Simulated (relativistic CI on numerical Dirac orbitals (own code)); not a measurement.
**Mo⁴⁺ (4d2) in a crystal field**

Calculated by Dirac-Coulomb-Breit CI, separate exchange-only KLI orbitals for each configuration, QED by a radiative potential, valence Slater integrals scaled by 0.8, one configuration in a parametric crystal field (own radial code).

Field parameters in Wybourne normalisation: Oh B⁴₀ = 21Dq, B⁴₄ = √(5/14) B⁴₀. The field is a parameter set, without covalency.

S is read from ⟨S²⟩ = S(S + 1).

Site symmetry Oh; labels are those of the double group. Computed levels in cm⁻¹ above the lowest, in rising order:

| Δ (size of 10Dq) | Lowest | No. 2 | No. 3 | No. 4 | No. 5 | No. 6 | No. 7 | No. 8 |
| --- | --- | --- | --- | --- | --- | --- | --- | --- |
| 7250 | E | 181 T2 | 1463 T1 | 2148 A1 | 6774 T2 | 6899 A2 | 7631 T1 | 7762 E |
| 13050 | E | 100 T2 | 1315 T1 | 1904 A1 | 10391 T2 | 11135 E | 12209 A2 | 12887 T1 |
| 18850 | E | 65 T2 | 1229 T1 | 1769 A1 | 10681 T2 | 10965 E | 17740 A2 | 18056 T2 |
| 24650 | E | 47 T2 | 1173 T1 | 1682 A1 | 10659 T2 | 10845 E | 23316 A1 | 23369 A2 |
| 30450 | E | 36 T2 | 1133 T1 | 1621 A1 | 10619 T2 | 10759 E | 23659 A1 | 29051 A2 |
| 36250 | E | 29 T2 | 1104 T1 | 1576 A1 | 10581 T2 | 10694 E | 23883 A1 | 34765 A2 |
| 42050 | E | 24 T2 | 1081 T1 | 1542 A1 | 10549 T2 | 10643 E | 24041 A1 | 40500 A2 |

Ground-state S against |10Dq| in cm⁻¹: 7250: 0.99, 13050: 1.00, 18850: 1.00, 24650: 1.00, 30450: 1.00, 36250: 1.00, 42050: 1.00.

No abrupt spin change occurs in this range.
